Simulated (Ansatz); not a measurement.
H2Se2 (SMILES [SeH][SeH]) moved off its minimum; all values from Ansatz (a first-principles code), cores frozen in correlated methods.
(charge 0, multiplicity 1)
```xyz
4

Se     0.47899    -0.79647     0.66326
H     -0.32607    -1.92054    -0.19393
Se    -0.38336     0.86227    -0.61012
H     -1.44395     1.04920    -0.06214
```

Forces at HF/def2-TZVPP (eV/Å):

```json
[
 {"atom": "Se1", "Fx": "-1.412", "Fy": "-2.713", "Fz": "-1.098"},
 {"atom": "H2", "Fx": "1.587", "Fy": "1.590", "Fz": "1.709"},
 {"atom": "Se3", "Fx": "9.458", "Fy": "-0.410", "Fz": "-5.860"},
 {"atom": "H4", "Fx": "-9.633", "Fy": "1.532", "Fz": "5.249"}
]
```

Give the forces (eV/Å), the total energy and the dipole at CCSD(T)/aug-cc-pVTZ.


```json
[
 {"atom": "Se1", "Fx": "-0.963", "Fy": "-2.528", "Fz": "-0.543"},
 {"atom": "H2", "Fx": "1.264", "Fy": "1.259", "Fz": "1.346"},
 {"atom": "Se3", "Fx": "9.511", "Fy": "-0.284", "Fz": "-6.165"},
 {"atom": "H4", "Fx": "-9.812", "Fy": "1.552", "Fz": "5.361"}
]
```
Energy -4801.2663 hartree, dipole 0.87 D.
